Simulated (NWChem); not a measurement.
**Ionisation of HO$_{3}$S**

```xyz
5

O     -0.3690     1.4358     0.1278
S     -0.1546     0.0109    -0.2681
O     -0.9912    -1.1073     0.2360
O      1.4266    -0.4045     0.1582
H      1.9414     0.4330     0.1137
```
Charge 0, spin multiplicity 2.

All runs are NWChem calculations. Structure: optimised with UPBE/def2-SVP, a minimum by its harmonic frequencies. It is one conformer; others weren't searched.

Basis set: def2-TZVP. The species with one electron less has spin multiplicity 1 and keeps the geometry of the parent. Δ marks differences of total energies (open shells unrestricted). −ε marks an orbital energy of the parent. That orbital need not have the symmetry of the hole or added electron in the Δ rows. That singlet is a closed-shell solution.

B3LYP has NWChem's definition, with VWN1-RPA local correlation. The structure started from a generated list of species. No SCF solution was tested for a lower state.

### Question
One of these methods gave a first vertical ionisation energy of 8.63 eV. Which?
A) −ε(alpha HOMO) of PBE0
B) ΔPBE0
C) −ε(alpha HOMO) of PBE
D) −ε(alpha HOMO) of B3LYP

### Answer
A, −ε(alpha HOMO) of PBE0. The others give 6.95 (−ε(alpha HOMO) of PBE), 8.36 (−ε(alpha HOMO) of B3LYP), 11.25 (ΔPBE0).
